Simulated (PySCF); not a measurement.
Unknowns

Computational details: shieldings: GIAO PBE0/pcSseg-1, GFN2-xTB structure, in PySCF (non-relativistic Hamiltonian, no solvent model, one conformer, one averaged value for each set of equivalent atoms).

Chemical shifts δ = σref − σ; 1H and 13C vs TMS, all at this level. Where no couplings were computed, multiplicities follow the n + 1 count of equivalent neighbours, and m marks all less simple cases (inequivalent or close neighbours, rings, F or P nearby). Acid and N–H amide carbonyl carbons lie up to 10 ppm further downfield in solution (hydrogen bonding). Shifts are as computed. Against solution values, carbons near 30 ppm lie about +3 ppm off and those near 130 ppm about +5 ppm. Of 1211 compounds with measured shifts, 218 miss one by over three times the rms of a fit or turn the order of signals round; such compounds aren't used in these exercises. Groups on amide-type nitrogens are kept apart (slow C–N rotation). OH and NH positions are gas-phase values without hydrogen bonding to other molecules.

(1) C4H11N3OSi. 1H NMR (400 MHz, computed): δ 4.46 (br, 1H), 4.32 (br, 1H), 2.81 (m, 1H), 2.54 (m, 1H), 1.65 (m, 1H), 1.61 (m, 1H), 1.59 (m, 1H), 0.71 (br s, 2H), 0.60 (br s, 2H). 13C{1H} NMR (computed): δ 176.9 (C), 50.5 (CH), 29.5 (CH2), 13.5 (CH2). Identify the compound.

(2) C7H9N3. 1H NMR (400 MHz, computed): δ 4.36 (q, 2H), 2.99 (s, 1H), 2.50 (s, 3H), 1.40 (t, 3H). 13C{1H} NMR (computed): δ 144.4, 133.8, 91.0, 79.6, 44.7, 18.5, 10.2. Give a structure.

Answers

(1) `C(N)(=O)[C@H]1CC[Si]1(N)N`. The formula gives 2 degrees of unsaturation (1 ring in the answer). 4 carbon signals for 4 carbons: no two carbons are equivalent. Carbon types of the structure: 1 × C, 1 × CH, 2 × CH2, leaving 6 H on heteroatoms. δC 176.9: amide carbonyl carbon; it is a carbonyl in resonance with an O or N lone pair, the region of acids, esters and amides. δC 50.5: sp3 CH bonded to Si, α to a carbonyl; the adjacent C=O deshields it moderately. δC 13.5: sp3 CH2 in a ring; a saturated carbon with 2 carbon neighbours and no heteroatom attached. δH 4.46, 4.32: hydrogen on an amide-type nitrogen; exchangeable, gas-phase position.

The data come from this structure; uniqueness wasn't tested.

(2) SMILES C#Cc1nnn(CC)c1C. Rings plus π bonds: 5 (1 ring in the answer). 7 carbon signals for 7 carbons: no two carbons are equivalent. Carbon types of the structure: 3 × C, 1 × CH, 1 × CH2, 2 × CH3, which accounts for all hydrogens. δC 144.4, 133.8: substituted aromatic carbon next to a ring nitrogen. δC 91.0: terminal alkyne carbon; the triple bond shields along its axis, which puts it between sp3 and sp2 carbons. δC 79.6: alkyne carbon; sp carbons lie upfield of alkene carbons because the cylindrical π system leaves one tensor component strongly shielded. δC 44.7: sp3 CH2 bonded to N; pulled downfield by the heteroatom.

This is the structure that produced the data.
